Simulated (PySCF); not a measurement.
Cl2Cu, quartet, at a GFN2-xTB geometry of the parent state (such geometries of metal compounds can be far from the true shape) (another spin typed on purpose, not shown lowest); B3LYP/cc-pVDZ run with PySCF.

Input for PySCF:
```python
from pyscf import gto, scf, dft

mol = gto.M(
    atom='''
Cu    0.000000    0.000000    0.000000
Cl   -0.000000   -0.000000   -2.034859
Cl    0.000000    0.000000    2.034859
''',
    basis='cc-pvdz',
    charge=0,
    spin=3,
    verbose=5,
)

mf = dft.UKS(mol)
mf.xc = 'b3lyp'
mf.kernel()
mf.analyze()
```

Problem. Write the output that PySCF gives for this input, abridged.

Solution. 
```
PySCF version 2.14.0

[INPUT] verbose = 5
[INPUT] max_memory = 4000
[INPUT] num. atoms = 3
[INPUT] num. electrons = 63
[INPUT] charge = 0
[INPUT] spin (= nelec alpha-beta = 2S) = 3
[INPUT] symmetry False subgroup None
[INPUT] Mole.unit = angstrom
[INPUT] Symbol           X                Y                Z      unit          X                Y                Z       unit  Magmom
[...]
[INPUT] ---------------- BASIS SET ----------------
[INPUT] l, kappa, [nprim/nctr], expnt,             c_1 c_2 ...
[INPUT] Cu
[...]
                                813166.5          6.065666e-05 -3.424801e-05 7.549245e-06 -1.523472e-06 -2.798812e-06
                                185054.4          0.0003188964 -0.0001801238 3.968892e-05 -8.014808e-06 -1.432517e-05
                                52414.66          0.001344687 -0.0007600455 0.00016772 -3.383992e-05 -6.270946e-05
                                17098.68          0.00486905 -0.002759348 0.0006095101 -0.0001231191 -0.000217949
                                6171.994          0.01561013 -0.00890097 0.001978846 -0.0003992085 -0.0007474316
                                2406.481          0.04452077 -0.02579378 0.005798049 -0.0011719 -0.002049271
                                997.2584          0.1103111 -0.06623861 0.01534158 -0.003096141 -0.005885203
                                433.9289          0.2220342 -0.1445927 0.03540484 -0.007171993 -0.01226885
                                196.2869          0.3133739 -0.244011 0.06702098 -0.01356621 -0.02683147
                                91.0428           0.2315121 -0.2504837 0.08026945 -0.01643989 -0.02479261
                                41.38425          0.0764092 0.02852577 -0.01927231 0.004107628 -0.005984746
                                19.93278          0.1103818 0.5115874 -0.3160129 0.06693964 0.1557124
                                9.581891          0.1094372 0.4928061 -0.4573162 0.1028221 0.1436683
                                4.234516          0.01836311 0.08788437 0.1550841 -0.04422945 0.008374103
                                1.985814          -0.0006043084 -0.005820281 0.7202872 -0.2031191 -0.7460711
                                0.867083          5.092245e-05 0.0002013508 0.3885122 -0.2230022 0.1244367
                                0.181339          -5.54073e-05 -0.0005182553 0.01924326 0.2517975 1.51011
                                0.083657          3.969482e-05 0.0003731503 -0.007103807 0.5650091 -0.3477122
[...]
                                5387.679          0.000361 -0.000131 2.5e-05 4.9e-05
                                1749.945          0.002083 -0.000755 0.000147 0.000278
                                669.6653          0.009197 -0.003359 0.000656 0.001253
                                284.1948          0.03266 -0.012081 0.002351 0.004447
                                129.6077          0.093795 -0.035703 0.007004 0.01337
                                62.25415          0.208274 -0.082502 0.016131 0.030469
                                30.92964          0.333993 -0.13989 0.02777 0.053447
                                15.75827          0.332493 -0.140729 0.027567 0.052639
                                8.094211          0.154728 0.038766 -0.010115 -0.016881
                                4.046921          0.021271 0.342695 -0.081009 -0.179448
                                1.967869          -0.00169 0.45231 -0.110409 -0.209588
                                0.925295          -0.001516 0.277054 -0.071732 -0.039633
                                0.352992          -0.000242 0.043885 0.18793 0.50213
                                0.127307          2.3e-05 -0.002802 0.564629 0.581111
[...]
                                51.8869           0.020909 -0.026079
                                19.3419           0.084408 -0.108231
                                7.97572           0.213999 -0.282217
                                3.39823           0.33598 -0.34719
[...]
converged SCF energy = -2560.89006930491  <S^2> = 3.7579286  2S+1 = 4.0039623
Total Energy =                       -2560.890069304914505
[...]
2 Cl 4pz         0.00000   0.00000  -0.00000   0.00398
2 Cl 3dxy       -0.00539  -0.00000  -0.00000  -0.00000
2 Cl 3dyz       -0.00000   0.00298   0.02968   0.00000
2 Cl 3dz^2       0.00000   0.00000   0.00000  -0.05636
2 Cl 3dxz       -0.00000   0.02968  -0.00298   0.00000
2 Cl 3dx2-y2    -0.00000  -0.00000   0.00000   0.00000

To work with the spin densities directly, `use mulliken_meta_spin()` only printing them here.

 ** Mulliken spin pop alpha/beta on meta-lowdin orthogonal AOs **
 ** Mulliken Spin Density (per AO)  **
spin_pop of  0 Cu 1s        0.00000
spin_pop of  0 Cu 2s        0.00000
spin_pop of  0 Cu 3s        0.00005
spin_pop of  0 Cu 4s        0.72114
spin_pop of  0 Cu 5s        0.01126
spin_pop of  0 Cu 6s        0.00030
spin_pop of  0 Cu 2px      -0.00000
spin_pop of  0 Cu 2py      -0.00000
spin_pop of  0 Cu 2pz      -0.00000
spin_pop of  0 Cu 3px      -0.00000
spin_pop of  0 Cu 3py      -0.00000
spin_pop of  0 Cu 3pz       0.00003
spin_pop of  0 Cu 4px      -0.00625
spin_pop of  0 Cu 4py      -0.00625
spin_pop of  0 Cu 4pz      -0.00129
spin_pop of  0 Cu 5px      -0.00007
spin_pop of  0 Cu 5py      -0.00007
spin_pop of  0 Cu 5pz       0.00002
spin_pop of  0 Cu 6px      -0.00001
spin_pop of  0 Cu 6py      -0.00001
spin_pop of  0 Cu 6pz      -0.00004
spin_pop of  0 Cu 3dxy     -0.00031
spin_pop of  0 Cu 3dyz      0.37096
spin_pop of  0 Cu 3dz^2     0.02742
spin_pop of  0 Cu 3dxz      0.37096
spin_pop of  0 Cu 3dx2-y2   -0.00031
spin_pop of  0 Cu 4dxy      0.00032
spin_pop of  0 Cu 4dyz      0.00007
spin_pop of  0 Cu 4dz^2     0.00073
spin_pop of  0 Cu 4dxz      0.00007
spin_pop of  0 Cu 4dx2-y2    0.00032
spin_pop of  0 Cu 5dxy     -0.00000
spin_pop of  0 Cu 5dyz     -0.00036
spin_pop of  0 Cu 5dz^2     0.00007
spin_pop of  0 Cu 5dxz     -0.00036
spin_pop of  0 Cu 5dx2-y2   -0.00000
spin_pop of  0 Cu 4f-3      0.00000
spin_pop of  0 Cu 4f-2      0.00000
spin_pop of  0 Cu 4f-1      0.00001
spin_pop of  0 Cu 4f+0     -0.00001
spin_pop of  0 Cu 4f+1      0.00001
spin_pop of  0 Cu 4f+2      0.00000
spin_pop of  0 Cu 4f+3      0.00000
spin_pop of  1 Cl 1s        0.00000
spin_pop of  1 Cl 2s       -0.00000
spin_pop of  1 Cl 3s        0.03478
spin_pop of  1 Cl 4s        0.00139
spin_pop of  1 Cl 2px       0.00002
spin_pop of  1 Cl 2py       0.00002
spin_pop of  1 Cl 2pz       0.00000
spin_pop of  1 Cl 3px       0.31832
spin_pop of  1 Cl 3py       0.31832
spin_pop of  1 Cl 3pz       0.08141
spin_pop of  1 Cl 4px       0.00022
spin_pop of  1 Cl 4py       0.00022
spin_pop of  1 Cl 4pz       0.00260
spin_pop of  1 Cl 3dxy     -0.00000
spin_pop of  1 Cl 3dyz     -0.00073
spin_pop of  1 Cl 3dz^2    -0.00001
spin_pop of  1 Cl 3dxz     -0.00073
spin_pop of  1 Cl 3dx2-y2   -0.00000
spin_pop of  2 Cl 1s        0.00000
spin_pop of  2 Cl 2s       -0.00000
spin_pop of  2 Cl 3s        0.03478
spin_pop of  2 Cl 4s        0.00139
spin_pop of  2 Cl 2px       0.00002
spin_pop of  2 Cl 2py       0.00002
spin_pop of  2 Cl 2pz       0.00000
spin_pop of  2 Cl 3px       0.31831
spin_pop of  2 Cl 3py       0.31831
spin_pop of  2 Cl 3pz       0.08141
spin_pop of  2 Cl 4px       0.00022
spin_pop of  2 Cl 4py       0.00022
spin_pop of  2 Cl 4pz       0.00260
spin_pop of  2 Cl 3dxy     -0.00000
spin_pop of  2 Cl 3dyz     -0.00073
spin_pop of  2 Cl 3dz^2    -0.00001
spin_pop of  2 Cl 3dxz     -0.00073
spin_pop of  2 Cl 3dx2-y2   -0.00000
 ** Mulliken Spin Density (per atom)  **
spin density of  0 Cu =      1.48839
spin density of  1 Cl =      0.75581
spin density of  2 Cl =      0.75580
 ** Mulliken pop alpha/beta on meta-lowdin orthogonal AOs **
 ** Mulliken pop       alpha | beta **
In total            33.00000 | 30.00000
 ** Mulliken atomic charges   ( Nelec_alpha | Nelec_beta ) **
charge of  0Cu =      0.43425  (    15.02707     13.53868 )
charge of  1Cl =     -0.21712  (     8.98647      8.23065 )
charge of  2Cl =     -0.21713  (     8.98647      8.23067 )
Dipole moment(X, Y, Z, Debye): -0.00000,  0.00000, -0.00011
```
